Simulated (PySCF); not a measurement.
W(O)2(NH2)2 (H₄N₂O₂W), SMILES [NH2][W]([NH2])(=[O])=[O], multiplicity 1. Atoms are numbered in the order given.

```xyz
9

W      0.0000     0.0000    -0.0532
O      0.0000     1.4454    -0.9925
O      0.0000    -1.4454    -0.9925
N      1.6208     0.0000     1.0373
H      2.1229     0.8378     1.3233
H      2.1229    -0.8378     1.3233
N     -1.6208     0.0000     1.0373
H     -2.1229     0.8378     1.3233
H     -2.1229    -0.8378     1.3233
```
Charge 0, spin multiplicity 1.

The structure is a stationary point at r2SCAN-D4/def2-SVP. The spin state was assumed, not searched. The structure was generated by enumeration; whether it is a known compound was not checked. The def2 effective core potentials stand for the cores of W; spin–orbit coupling is left out. The values are those of a single conformer.

These are PySCF with PBE/def2-TZVP values and carry that method's errors.

ESP charges are fitted to the potential on shells at 1.4 to 2.0 van der Waals radii. Atomic charges (e):

| atom | Löwdin | Mulliken | ESP fit |
|---|---|---|---|
| W1 | 0.67 | [?] | 1.66 |
| O2 | -0.29 | [?] | -0.55 |
| O3 | -0.29 | [?] | -0.55 |
| N4 | -0.37 | [?] | -1.15 |
| H5 | 0.16 | [?] | 0.44 |
| H6 | 0.16 | [?] | 0.44 |
| N7 | -0.37 | [?] | -1.15 |
| H8 | 0.16 | [?] | 0.44 |
| H9 | 0.16 | [?] | 0.44 |

Problem. Fill in the missing entries. (An estimate is asked for; the answer gives what the named calculation found.)

Solution. 
- W1, Mulliken: 1.24
- O2, Mulliken: -0.45
- O3, Mulliken: -0.45
- N4, Mulliken: -0.68
- H5, Mulliken: 0.26
- H6, Mulliken: 0.26
- N7, Mulliken: -0.68
- H8, Mulliken: 0.26
- H9, Mulliken: 0.26
